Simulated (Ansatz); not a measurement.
CH$_{5}$AlBP, SMILES `[PH2][Al]1[BH][CH2]1`. Total charge 0; spin multiplicity 1.

```json
{"atom": "P1", "x (Å)": "-1.866", "y (Å)": "1.565", "z (Å)": "0.393"}
{"atom": "Al2", "x (Å)": "-0.001", "y (Å)": "0.208", "z (Å)": "0.763"}
{"atom": "B3", "x (Å)": "1.342", "y (Å)": "-1.186", "z (Å)": "0.442"}
{"atom": "C4", "x (Å)": "0.530", "y (Å)": "-1.174", "z (Å)": "-0.772"}
{"atom": "H5", "x (Å)": "-1.559", "y (Å)": "2.340", "z (Å)": "1.547"}
{"atom": "H6", "x (Å)": "-1.094", "y (Å)": "2.399", "z (Å)": "-0.466"}
{"atom": "H7", "x (Å)": "2.332", "y (Å)": "-1.761", "z (Å)": "0.743"}
{"atom": "H8", "x (Å)": "-0.419", "y (Å)": "-0.631", "z (Å)": "-0.981"}
{"atom": "H9", "x (Å)": "0.736", "y (Å)": "-1.760", "z (Å)": "-1.669"}
```

Task: What are the harmonic wavenumbers in cm⁻¹ at PBE0-D4/def2-TZVP (Ansatz, finite differences of forces, unscaled)? (An estimate is asked.)

Result: Computed: 87, 121, 141, 240, 333, 397, 532, 614, 676, 734, 788, 833, 972, 1085, 1235, 1554, 2387, 2400, 2725, 2894, 3118.

Task: Is this a minimum?

Result: Yes, all 21 modes are real.

Task: Give the ideal-gas thermochemistry at 298.15 K and 1 bar (rigid rotor, harmonic oscillator; point group C1, symmetry number 1).

Result: Zero-point energy 142.7 kJ/mol; H(298) − E = 163.5 kJ/mol; entropy 339.7 J/(mol·K), of which translation 164.4, rotation 108.9, vibration 66.4; G(298) − E = 62.2 kJ/mol. Modes under 100 cm⁻¹ are hindered rotations or soft bends, so the harmonic entropy is rough.
